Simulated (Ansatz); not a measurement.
`C[O][Mo](=[NH])(=[NH])[Cl]`, charge 0, multiplicity 1.

(1) Give a relaxed structure at PBE0-D4/def2-TZVP (Ansatz). (An estimate is asked.)

Results:

(1) Computed: 
Cartesian coordinates in Å:
```
C 1.532 1.147 0.614
O 0.630 0.115 0.917
Mo -0.557 -0.897 -0.096
N -2.109 -0.824 0.639
N -0.628 -0.224 -1.681
Cl 0.063 -3.090 -0.278
H 1.173 2.085 1.049
H 1.652 1.273 -0.466
H 2.503 0.905 1.055
H -3.103 -0.656 0.698
H -1.155 0.168 -2.450
```
This is one stationary point; other conformers may exist.
